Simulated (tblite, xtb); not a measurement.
C$_{3}$F$_{5}$ (SMILES FC(F)=[C]C(F)(F)F), doublet, geometry from GFN2-xTB. Base run: GFN1-xTB in xtb 6.7.1.

The xtb input:
```
$ xtb mol.xyz --gfn 1 --uhf 1 --json

# file mol.xyz
8

F      2.08823266    -0.84310013     1.48714242
C      1.34967774    -0.21136558     0.60608940
F      2.10820213     0.63648515    -0.08184707
C      0.07347268    -0.39191493     0.43848846
C     -1.08282283     0.04051778    -0.34952189
F     -1.28492352     1.36519252    -0.24993221
F     -2.21267400    -0.55444525     0.03690842
F     -0.92572232    -0.22895712    -1.65564220
```

Programs used: tblite, xtb; a row that names a program was run with it.

The base run was repeated with changes; each row names its change, and settings that it needs were set with it.

```
change                                                      ΔE vs base (kcal/mol)  dipole (D)  G_solv (kcal/mol)  SCF cycles
----------------------------------------------------------  ---------------------  ----------  -----------------  ----------
base                                                                        0.000        1.32                  -          10
program = tblite; method = gfn1; option = (--alpb, water)                    3.38           -                  -           -
acc = 1000                                                                  0.001        1.32                  -           6
program = tblite; method = gfn1; option = --spin-polarized                  -6.65           -                  -           -
alpb = toluene                                                              -1.89        1.38              -1.96          10
file = coord                                                                0.000        1.32                  -          10
alpb = thf                                                                  -0.94        1.41              -1.02          10
acc = 0.0001                                                                0.000        1.32                  -          14
program = tblite; method = gfn1; option = (--guess, eeq)                    0.000           -                  -           -
```

ALPB and GBSA are two models with their own fitted parameters for each solvent, which aren't always the measured dielectric constant.
